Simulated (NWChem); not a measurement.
Molecule: C2H5BO3; SMILES OCB1OCO1

```xyz
11

O      0.3839    -2.3177    -0.1047
C     -0.6724    -1.4044     0.0763
B     -0.2373     0.0952     0.0042
O     -0.9536     1.2792    -0.0488
C      0.3297     1.8812    -0.0231
O      1.0326     0.6486     0.0302
H      1.1448    -1.9974     0.3903
H     -1.2213    -1.5731     1.0297
H     -1.4231    -1.5945    -0.7109
H      0.4904     2.4966     0.8777
H      0.5488     2.4511    -0.9412
```
Atoms are numbered in this order, from 1.

All runs: NWChem. Structure relaxed at the PBE0/def2-SVP level.

Q: What does the run give for PBE0/cc-pVDZ? Quantities: highest occupied level (eV); orbital gap (eV); dipole (D).

A: The highest occupied level (eV) comes out as -7.50 and the orbital gap (eV) is 8.50. The dipole (D) comes out as 2.04.
